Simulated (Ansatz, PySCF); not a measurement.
Gas-phase reaction 2 R1 → P1 + P2, each structure at its B3LYP-D3(BJ)/def2-TZVP stationary point, reached from a drawn start (curvature not checked).
P1: Br4OW (SMILES [O]=[W]([Br])([Br])([Br])[Br]), charge 0, multiplicity 1.
R1, Br3OW (SMILES [O]=[W]([Br])([Br])[Br]) (charge 0, multiplicity 2):
```xyz
5

W      0.0661     0.1995     0.0646
O      1.1074     1.0256     1.1043
Br     1.3975    -1.3899    -1.2031
Br    -1.3551     1.5374    -1.3684
Br    -1.2159    -1.3726     1.4026
```
P2, Br2OW (SMILES [O]=[W]([Br])[Br]) (charge 0, multiplicity 3):
```tsv
atom	x (Å)	y (Å)	z (Å)
W	0.1657	-0.0008	-0.0030
O	1.8518	-0.0078	-0.0331
Br	-0.9996	2.1412	0.0114
Br	-1.0178	-2.1326	0.0246
```

P less R. No zero-point or thermal terms; singlets are restricted closed shells; open shells are unrestricted; no spin–orbit coupling. The spin states of the d-block species are the ones drawn and need not be the lowest.

Correlated levels freeze the cores. In cc and def2 sets filled d and f shells under p-block atoms count as core.

Run with Ansatz (a quantum-chemistry and plane-wave program); PySCF for the D3/D4 terms. All values are computed, each at the level named. Elements past Kr take the def2 small-core potentials, without spin–orbit coupling.

**Question.** Give the reaction energy at the level BHLYP-D4/def2-TZVPP.

**Answer.** 28.1 kcal/mol

**Question.** What reaction energy does BLYP-D3(BJ)/def2-TZVPP give?

**Answer.** 22.1 kcal/mol

**Question.** Give the reaction energy at the level SCS-MP2/def2-SVP.

**Answer.** 26.5 kcal/mol

Doubts at one or more of the structures used: a spin-contaminated determinant (SCS-MP2/def2-SVP).
